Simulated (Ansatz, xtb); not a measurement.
## Relaxing a trial structure of C2H7Ga

The starting geometry of this gas-phase singlet has its atoms placed at random.

```yaml
atoms:
  - { symbol: C, position_ang: [-1.3104, -0.1336, 0.8847] }
  - { symbol: C, position_ang: [-1.2871, -1.2483, -0.6977] }
  - { symbol: Ga, position_ang: [-1.5573, 1.1846, -0.6164] }
  - { symbol: H, position_ang: [-0.5615, 1.2482, 1.1431] }
  - { symbol: H, position_ang: [-0.9958, -2.0864, 0.3607] }
  - { symbol: H, position_ang: [-0.5852, -2.0212, -0.8769] }
  - { symbol: H, position_ang: [-0.1953, 2.2628, -0.6153] }
  - { symbol: H, position_ang: [-1.5212, 0.2354, -1.9384] }
  - { symbol: H, position_ang: [-1.5973, -0.3695, 1.8118] }
  - { symbol: H, position_ang: [-0.6919, 0.1724, 1.8329] }
```

Problem. One run relaxed it with r2SCAN-D4/def2-SVP. What is a likely outcome?

Solution. It ends as `C[CH2][GaH2]`. Distances that change by over a tenth: C1–H9 (1.00 → 1.10 Å). Contacts that open: C1–Ga3 (2.01 → 2.99 Å). Contacts that close: C1–C2 (1.94 → 1.53 Å), C1–H4 (1.59 → 1.10 Å), C2–Ga3 (2.45 → 1.97 Å), C2–H5 (1.38 → 1.11 Å).

The energy falls by 12.49 eV over 35 steps:

| step | E − E(last) (eV) |
| --- | --- |
| 1 | 12.491 |
| 5 | 5.539 |
| 9 | 1.810 |
| 12 | 0.211 |
| 16 | 0.048 |
| 20 | 0.039 |
| 24 | 0.026 |
| 27 | 0.008 |
| 31 | 0.001 |
| 35 | 0.000 |

Final geometry (Å):

```yaml
atoms:
  - { symbol: C, position_ang: [-1.2416, -0.3779, 1.4105] }
  - { symbol: C, position_ang: [-0.5698, -0.5195, 0.0445] }
  - { symbol: Ga, position_ang: [-1.1896, 0.7023, -1.3741] }
  - { symbol: H, position_ang: [-1.1023, 0.6315, 1.8311] }
  - { symbol: H, position_ang: [-0.6846, -1.5480, -0.3498] }
  - { symbol: H, position_ang: [0.5264, -0.3845, 0.1248] }
  - { symbol: H, position_ang: [-0.5454, 0.6311, -2.8055] }
  - { symbol: H, position_ang: [-2.3256, 1.7517, -1.0911] }
  - { symbol: H, position_ang: [-2.3291, -0.5473, 1.3502] }
  - { symbol: H, position_ang: [-0.8413, -1.0950, 2.1480] }
```

From the same start GFN2-xTB reaches the same bonding as this run.

From so rough a start the end depends on the optimiser's path, so another program may land elsewhere. No frequencies were run, so the end isn't proven a minimum. Run with Ansatz 0.2.0, 2.5 min on 2 threads of Intel(R) Xeon(R) Processor @ 2.50GHz (Skylake/Cascade Lake), on a shared host.
